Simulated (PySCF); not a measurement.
Se(OH)(SMe) (CH₄OSSe), SMILES CS[Se]O.

Geometry: PBE-D3(BJ)/def2-SVP. This is a generated structure with no PubChem entry under its InChIKey; it may be hypothetical. The values are those of a single conformer.

Two levels are set side by side: TDA-PBE/def2-SVPD (PySCF) and TDA-LC-ωPBE/def2-SVPD (PySCF). Vertical, same geometry. The lowest singlet is HOMO→LUMO 95 % with PBE and HOMO→LUMO 63 %, HOMO→LUMO+1 21 % with the other functional; states are paired by order. Differences are taken from unrounded values.

| quantity | TDA-LC-ωPBE | TDA-PBE | TDA-PBE minus TDA-LC-ωPBE |
|---|---|---|---|
| lowest singlet excitation (eV) | 4.26 | 3.86 | -0.40 |
| lowest triplet excitation (TDA) (eV) | 3.30 | 3.08 | -0.22 |
| first bright state (f over 0.05) (eV) | 7.31 | 6.07 | -1.24 |
| its oscillator strength | 0.13 | 0.06 | -0.07 |

A lower first singlet is the usual sign of a functional without exact exchange. Differences between two approximate levels are no errors against the true value.

Rough cost on one machine, each run with all the roots and properties that it gave: TDA-LC-ωPBE against TDA-PBE about 3 times.
